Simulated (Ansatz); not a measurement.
CH$_{4}$Cl$_{3}$NSn, SMILES `C[NH][Sn]([Cl])([Cl])[Cl]`, one more setting.

```yaml
crystal:
  periodic: [false, false, false]
  atoms:
    - {symbol: C, position_ang: [0.349076, -0.947746, 1.136960]}
    - {symbol: N, position_ang: [0.911949, 0.016935, 0.244068]}
    - {symbol: Sn, position_ang: [-0.256047, 0.742186, -1.084419]}
    - {symbol: Cl, position_ang: [-1.058587, -0.737892, -2.269575]}
    - {symbol: Cl, position_ang: [0.482384, 2.651014, -2.423653]}
    - {symbol: Cl, position_ang: [-2.273088, 1.745458, 0.095149]}
    - {symbol: H, position_ang: [0.268348, -1.985484, 0.479646]}
    - {symbol: H, position_ang: [-0.632840, -0.786743, 1.679151]}
    - {symbol: H, position_ang: [1.002858, -1.257524, 1.603879]}
    - {symbol: H, position_ang: [1.722486, -0.017901, 0.019929]}
basis:
  gaussian: {orbitals: LANL2DZ}
total_charge: -1
magnetization: {spin_polarized: true, initial_magnetization: 1}
hamiltonian: {xc: {name: HF}}
correlation: {method: ccsd_t}
accuracy: high
```

```sh
$ ansatz run in.yaml --threads 4 --pin off --events-out ev --progress --plain --max-ram 11315MiB
```

Shortened log:

```
Error: <dir> can't be read: No such file or directory (os error 2)
```
